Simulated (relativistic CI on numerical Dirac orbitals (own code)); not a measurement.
**Yb²⁺: 4d photoemission**

Computed with this model: Dirac-Coulomb-Breit CI, KLI orbitals optimised for each configuration, a model potential for QED, valence Slater integrals scaled by 0.8, multiplet model of photoemission in the sudden approximation; configurations [Xe] 4f14 → [Kr] 4d9 4f14 5s2 5p6; 300 K; Lorentzian 1 eV and Gaussian 0.6 eV FWHM. Energies are those of the free ion, without screening or charge transfer. The energies are binding energies and can lie tens of eV above those of solids. S is read from ⟨S²⟩ = S(S + 1).

Computed curve for free ion, scaled to 100 at the maximum (points under 2 are left out and the grid is thinned):

| Energy (eV) | Intensity |
| --- | --- |
| 202.0 | 2.1 |
| 202.4 | 2.7 |
| 202.8 | 3.4 |
| 203.2 | 4.4 |
| 203.6 | 6.1 |
| 204.0 | 9.0 |
| 204.4 | 14.4 |
| 205.0 | 36.9 |
| 205.4 | 72.4 |
| 205.8 | 100.0 |
| 206.2 | 76.5 |
| 206.6 | 39.7 |
| 207.0 | 20.3 |
| 207.4 | 11.9 |
| 207.8 | 7.9 |
| 208.2 | 5.6 |
| 208.6 | 4.3 |
| 209.0 | 3.5 |
| 209.4 | 3.0 |
| 209.8 | 2.6 |
| 210.4 | 2.4 |
| 210.8 | 2.3 |
| 211.2 | 2.4 |
| 211.6 | 2.6 |
| 212.0 | 3.0 |
| 212.4 | 3.7 |
| 212.8 | 4.8 |
| 213.2 | 6.9 |
| 213.6 | 10.9 |
| 214.0 | 19.9 |
| 214.4 | 39.7 |
| 214.8 | 64.0 |
| 215.2 | 59.3 |
| 215.8 | 23.5 |
| 216.2 | 12.3 |
| 216.6 | 7.4 |
| 217.0 | 4.9 |
| 217.4 | 3.5 |
| 217.8 | 2.6 |
| 218.2 | 2.1 |

The ground state has S = 0.00, and the centroid lies at 209.47 eV.
